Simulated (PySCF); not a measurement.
# Spinor energies of Tb(47+) (terbium, charge +47)

Start: [Ar]. Calculated with PySCF 2.14 in an uncontracted even-tempered set (18 s from 4 bohr⁻², ratio 2.6; 14 p from 5.2 bohr⁻², ratio 2.6; 5 d from 5.4 bohr⁻², ratio 2.8; 3 f from 87 bohr⁻², ratio 2.8): generalised Hartree-Fock with the X2C-1e Hamiltonian and a Gaussian nucleus; spin-orbit coupling (SO) screened by Boettger's factors.

```tsv
spinor shell	electrons	ε, screened SO (eV)	weight of nominal j (screened SO)	rms radius, screened SO (bohr)
1s1/2	2	-55291.5	1.000	0.0245
2s1/2	2	-11730.9	1.000	0.0978
2p1/2	2	-11302.5	1.000	0.0835
2p3/2	4	-10538.0	1.000	0.0897
3s1/2	2	-4508.8	1.000	0.237
3p1/2	2	-4332.8	1.000	0.226
3p3/2	4	-4141.8	1.000	0.237
```

```json
{"quantity": "E (hartree)", "screened SO": "-9685.80724"}
{"quantity": "M_J", "screened SO": "0"}
{"quantity": "⟨J²⟩", "screened SO": "0.000"}
{"quantity": "⟨L²⟩", "screened SO": "0.031"}
{"quantity": "⟨S²⟩", "screened SO": "0.031"}
```

Breit and QED terms are absent; they matter most for the inner s and p1/2 levels.

Densities and radii are taken from the X2C orbitals without a picture-change correction, which distorts them close to the nucleus.
